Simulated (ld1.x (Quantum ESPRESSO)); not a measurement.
## An all-electron radial function and its pseudo partner (Li (Z = 3))

Columns: radius, all-electron u(r) and pseudo u(r) of the 2p shell (level -3.36 eV) of lithium in the configuration 1s2 2s0.5 2p0; PW91, non-relativistic, TM scheme, ld1.x (Quantum ESPRESSO) 7.5.

| r (bohr) | all-electron | pseudo |
| --- | --- | --- |
| 0.210 | 0.0210 | 0.0085 |
| 0.420 | 0.0652 | 0.0332 |
| 0.630 | 0.1174 | 0.0721 |
| 0.840 | 0.1708 | 0.1219 |
| 1.050 | 0.2220 | 0.1787 |
| 1.260 | 0.2697 | 0.2378 |
| 1.470 | 0.3126 | 0.2950 |
| 1.680 | 0.3500 | 0.3468 |
| 1.890 | 0.3818 | 0.3907 |
| 2.100 | 0.4099 | 0.4255 |
| 2.310 | 0.4340 | 0.4512 |
| 2.520 | 0.4534 | 0.4686 |
| 2.730 | 0.4678 | 0.4792 |
| 2.940 | 0.4771 | 0.4844 |
| 3.150 | 0.4815 | 0.4854 |
| 3.360 | 0.4814 | 0.4830 |
| 3.570 | 0.4773 | 0.4778 |
| 3.780 | 0.4698 | 0.4698 |
| 3.990 | 0.4594 | 0.4594 |
| 4.200 | 0.4469 | 0.4469 |
| 4.410 | 0.4327 | 0.4327 |
| 4.620 | 0.4174 | 0.4174 |
| 4.830 | 0.4013 | 0.4013 |
| 5.040 | 0.3849 | 0.3849 |
| 5.250 | 0.3683 | 0.3683 |
| 5.460 | 0.3517 | 0.3517 |

(1) How many radial nodes do the two functions have?

(2) At about which radius was the pseudo-wave matched?

(3) Is the pseudo-wave norm-conserving?

Results:

(1) The all-electron 2p function has n − l − 1 = 0; the pseudo-wave has 0.

(2) 4.20 bohr. The columns agree to 0.0005 from 3.78 bohr on; several derivatives are matched, so the curves merge somewhat inside the radius.

(3) Yes: the TM scheme keeps the norm inside the radius equal to the all-electron one, which fixes the energy derivative of the logarithmic derivative at the level.
